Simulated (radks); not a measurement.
All-electron atom: Yb XLVI in [Ar] 3d6 4f1 (not the ground configuration). Calculated with a radial shooting solver on a logarithmic mesh with Libxc functionals: Dirac Kohn-Sham, XLYP, spin-unpolarised, spherical densities, finite nucleus; open shells fill j = l - 1/2 first; Fermi nuclear charge, rms radius 5.3108 fm.

Radial electron density D(r) = 4 pi r^2 rho(r):

r (bohr)  D(r) (e/bohr)
0.001151          7.617
0.001298          9.175
0.001463          11.02
0.00165           13.20
0.00186           15.75
0.002081          18.52
0.002346          21.94
0.002645          25.86
0.002982          30.31
0.003362          35.33
0.003791          40.89
0.00424           46.56
0.004781          53.06
0.00539           59.91
0.006078          66.92
0.006853          73.88
0.007726          80.50
0.008642          86.09
0.009744          91.12
0.01099           94.83
0.01239           96.96
0.01397           97.37
0.01562           96.28
0.01761           93.82
0.01986           90.64
0.02239           87.59
0.02525           85.68
0.02846           85.91
0.03184           88.65
0.0359            94.37
0.04047           102.3
0.04563           110.9
0.05145           117.9
0.05801           121.1
0.06489           119.3
0.07316           111.8
0.08249           100.4
0.093             88.03
0.1049            78.57
0.1173            74.71
0.1322            76.20
0.1491            80.97
0.1681            84.54
0.1895            82.63
0.2137            73.39
0.239             59.37
0.2695            42.11
0.3039            26.48
0.3426            14.95
0.3863            7.810
0.4356            3.957
0.4872            2.095
0.5493            1.035
0.6193           0.4683
0.6983           0.1812
0.7873          0.05692
0.8877          0.01396
0.9929         0.002884
1.119         0.0003795

D(r) has 3 maxima, at r = 0.0135, 0.0589, 0.172 bohr, and minima at 0.0265, 0.120 bohr, inside which lie 2.03, 11.22 electrons.
